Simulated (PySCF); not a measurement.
## Löwdin shares of the frontier orbitals

Species: (HSi)4CH26 adamantane, C6H16Si4.
Geometry (PBE0-D3(BJ)/def2-SVP, Å), atoms numbered from 1 in this order:
```
atom  x, y, z in Å
Si1    1.3502   -1.1489    0.7004
H2     2.4138   -2.0511    1.2537
C3     1.4753    0.5692    1.4716
Si4    0.1457    1.7286    0.8006
H5     0.2637    3.0858    1.4298
C6     0.3511    1.8484   -1.0718
Si7    0.2084    0.1552   -1.8933
H8     0.3763    0.2759   -3.3798
C9     1.5348   -0.9762   -1.1697
C10   -1.4859   -0.5642   -1.4761
Si11  -1.7267   -0.7335    0.3883
H12   -3.0787   -1.3090    0.6928
C13   -0.3641   -1.8494    1.0667
C14   -1.5434    0.9732    1.1731
H15    2.4731    0.9942    1.2638
H16    1.3815    0.4919    2.5689
H17   -0.4167    2.5248   -1.4865
H18    1.3326    2.2953   -1.3079
H19    1.4699   -1.9718   -1.6425
H20    2.5342   -0.5724   -1.4075
H21   -1.5981   -1.5526   -1.9552
H22   -2.2754    0.0851   -1.8932
H23   -0.4531   -2.8542    0.6177
H24   -0.4925   -1.9717    2.1564
H25   -1.6767    0.8919    2.2662
H26   -2.3408    1.6415    0.8035
```

The calculation used TDDFT PBE0/def2-SVPD, vertical, gas phase, core orbitals frozen in the response in PySCF 2.14.0, density-fitted response routines.

Kohn–Sham orbitals with the atoms that hold most of them (Löwdin shares over 4%, at most four atoms; ? is withheld):

| orbital | ε (eV) | atoms |
| --- | --- | --- |
| HOMO-3 | -8.53 | C3 21%, C14 18%, Si4 11%, C13 10% |
| HOMO-2 | -7.72 | H5 13%, Si4 13%, C6 12%, C3 10% |
| HOMO-1 | -7.72 | Si7 11%, C9 11%, H8 11%, C10 9% |
| HOMO | -7.72 | C13 12%, H12 12%, Si11 12%, Si1 9% |
| LUMO | 0.05 | ? |
| LUMO+1 | 0.79 | Si4 9%, Si7 9%, Si1 9%, Si11 9% |
| LUMO+2 | 0.79 | Si1 9%, Si11 9%, Si7 9%, Si4 9% |

Question: Which atoms hold the LUMO, and with what shares?

Answer: Si7 (bonded to 3 C and H) 9%; Si1 (bonded to 3 C and H) 9%; Si4 (bonded to 3 C and H) 9%; Si11 (bonded to 3 C and H) 9%.

Within 0.005 eV of a neighbour in this list lie HOMO-2/HOMO-1/HOMO and LUMO+1/LUMO+2 (point group found: Td); within a degenerate set the shares of single atoms can hang on how the components are chosen.

Question: How does S1 compare with the orbital gap of 7.77 eV?

Answer: S1 is at 6.81 eV (f = 0.0089), 0.96 eV below the gap, made of HOMO-2/HOMO-1/HOMO→LUMO (98%). S1/S2/S3 lie within about 0.01 eV of each other. Without the coupling terms of the response equations the lowest excitation would equal the gap.

Next come S2 at 6.81 eV (f 0.0089), HOMO-2/HOMO-1/HOMO→LUMO (98%); S3 at 6.81 eV (f 0.0089), HOMO-2/HOMO-1/HOMO→LUMO (98%); S4 at 7.35 eV (f 0.0000), HOMO-2/HOMO-1/HOMO→LUMO+1/LUMO+2 (≥89%); S5 at 7.36 eV (f 0.0000), HOMO-2/HOMO-1/HOMO→LUMO+1/LUMO+2 (≥76%).

Orbitals of the list HOMO-3 to LUMO+2 that lie within 0.01 eV of each other are written together with a slash and their weights summed (≥ marks a lower bound); for degenerate orbitals outside that list single weights are arbitrary.

Löwdin shares depend on the basis, the more so with diffuse functions.

One conformer stands for the species.
